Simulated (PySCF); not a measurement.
Electronic structure of Zn²⁺ (zinc, charge +2) at the UHF level

Configuration: [Ar] 3d9 4s1, high-spin 3D determinant (an excited configuration). Computed with PySCF 2.14 in x2c-TZVPPall, with scalar relativity by spin-free X2C-1e.

```
Total energy                                                  : -1793.050035 hartree
One-electron energy                                           : -2473.2981 hartree
Hartree (Coulomb) energy                                      : 750.1217 hartree
Exchange energy                                               : -69.8737 hartree
⟨S²⟩                                                          : 2.0007
⟨L²⟩                                                          : 6.012
Sum of ⟨r⟩                                                    : 16.95 bohr
Sum of ⟨r²⟩                                                   : 18.35 bohr²
Traceless quadrupole moment −½Σ⟨3z² − r²⟩ along its main axis : -0.184 e·bohr²
Langevin diamagnetic susceptibility                           : -14.5 ×10⁻⁶ cm³/mol
```

| shell | electrons | mean orbital energy (hartree) | spread (hartree) | rms radius, mean of both spins (bohr) |
| --- | --- | --- | --- | --- |
| 1s α | 1 | -358.66216 | 0 | 0.0580 |
| 1s β | 1 | -358.65553 | 0 | 0.0580 |
| 2s α | 1 | -46.47474 | 0 | 0.244 |
| 2s β | 1 | -46.42216 | 0 | 0.244 |
| 2p α | 3 | -40.27537 | 0.04995 | 0.219 |
| 2p β | 3 | -40.22835 | 0.00215 | 0.219 |
| 3s α | 1 | -6.94403 | 0 | 0.726 |
| 3s β | 1 | -6.81360 | 0 | 0.726 |
| 3p α | 3 | -5.01305 | 0.09646 | 0.767 |
| 3p β | 3 | -4.87238 | 0.06618 | 0.767 |
| 3d α | 5 | -1.87508 | 0.11636 | 0.923 |
| 3d β | 4 | -1.80547 | 0.08984 | 0.923 |
| 4s α | 1 | -1.06500 | 0 | 2.38 |

Densities and radii are taken from the X2C orbitals without a picture-change correction, which distorts them close to the nucleus.

Spin-orbit constants ζ (cm⁻¹) from the X2C one-electron operator on these orbitals: bare nucleus, nucleus screened by l(l+1)(2l+1)/3 electrons, and screened by the Breit-Pauli mean field of the electrons.

```
shell    bare  screened nucleus  mean field
   2p  133300            124400      120300
   3p   17280             16130       15510
   3d    1807              1204        1102
```

To first order the Landé constant is A = -551.2 cm⁻¹, so the lowest level has J = 3 and lies 0.137 eV below the centre of the term. This holds in LS coupling only.
